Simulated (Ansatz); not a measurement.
`[CH3][GeH]([F])[SiH2]F` + `O[SiH2][SiH3]` → `F[SiH2]O[SiH2][SiH3]` + `[CH3][GeH2][F]`  (cleavage of the Si–Ge bond)

Isolated molecules relaxed with PBE0-D4/def2-TZVP in Ansatz; ΔE leaves out vibrations. CCSD(T)/CBS is the MP2 limit (def2-TZVPP, def2-QZVPP) plus CCSD(T) − MP2 in def2-TZVPP, frozen cores. Functionals use def2-TZVPP. B3LYP here is the variant with VWN-RPA as its local correlation; programs differ in this. For Ge outer-core shells are correlated without core-valence functions, which leaves a few kJ/mol of doubt a bond. Scalar relativity is left out up to krypton. Each species was taken in one conformer, which may not be the lowest.

`[CH3][GeH]([F])[SiH2]F`:

Z-matrix (Å, degrees):
```
C
Ge 1 1.942
H 1 1.090 2 109.5
H 1 1.092 2 110.2 3 119.9
H 1 1.090 2 110.0 3 -120.1
F 2 1.755 1 105.9 3 56.3
Si 2 2.395 1 114.8 3 172.8
H 2 1.544 1 112.1 3 -57.5
F 7 1.606 2 108.7 1 -36.6
H 7 1.483 2 111.7 1 -156.1
H 7 1.487 2 110.6 1 81.4
```

`O[SiH2][SiH3]`:

Cartesian coordinates in Å:
```
O 0.540 -1.535 1.281
Si 0.355 0.076 0.959
Si -0.309 0.476 -1.257
H -0.221 -2.104 1.155
H -0.648 0.700 1.872
H 1.680 0.688 1.227
H -0.511 1.935 -1.472
H -1.595 -0.221 -1.540
H 0.708 -0.015 -2.225
```

`F[SiH2]O[SiH2][SiH3]`:

```xyz
12

F    -2.755    1.001   -0.658
Si   -1.500    0.510   -1.510
O    -0.136    1.049   -0.830
Si    0.936    0.884    0.411
Si    0.932   -1.306    1.252
H    -1.619    1.091   -2.862
H    -1.527   -0.971   -1.505
H     0.580    1.847    1.486
H     2.282    1.237   -0.110
H     1.330   -2.277    0.198
H     1.900   -1.394    2.380
H    -0.422   -1.671    1.750
```

`[CH3][GeH2][F]`:

Cartesian coordinates in Å:
```
C 0.585 0.099 -0.859
Ge -0.557 -0.002 0.701
F 0.031 -1.342 1.657
H 0.269 0.920 -1.507
H 0.530 -0.833 -1.421
H 1.618 0.270 -0.554
H -2.019 -0.343 0.369
H -0.456 1.231 1.615
```

```
             level  ΔE (kJ/mol)  difference from CCSD(T)/CBS
         r2SCAN-D4       -126.5                          6.3
           PBE0-D4       -117.1                         15.7
           ωB97X-V       -129.7                          3.1
            B2PLYP       -133.5                         -0.7
            r2SCAN       -126.0                          6.8
              PBE0       -115.7                         17.1
             B3LYP       -126.8                          6.0
     HF/def2-TZVPP       -156.2                        -23.4
SCS-MP2/def2-TZVPP       -141.9                         -9.1
   CCSD/def2-TZVPP       -137.1                         -4.3
     HF/def2-QZVPP       -159.1                        -26.3
    MP2/def2-QZVPP       -139.4                         -6.6
SCS-MP2/def2-QZVPP       -142.4                         -9.6
      HF/CBS(def2)       -159.5                        -26.7
     MP2/CBS(def2)       -137.8                         -5.0
    CCSD/CBS(def2)       -135.7                         -2.9
       CCSD(T)/CBS       -132.8                            0
```

Largest T1 diagnostic among the species: 0.012.

In def2-TZVPP, CCSD(T) changes the Hartree–Fock value by +22.1 kJ/mol (the triples alone add +2.9 kJ/mol) and MP2 by +17.1 kJ/mol. From PBE to PBE0 (25 % exact exchange), in def2-TZVPP and without D4, ΔE moves by −11.0 kJ/mol.
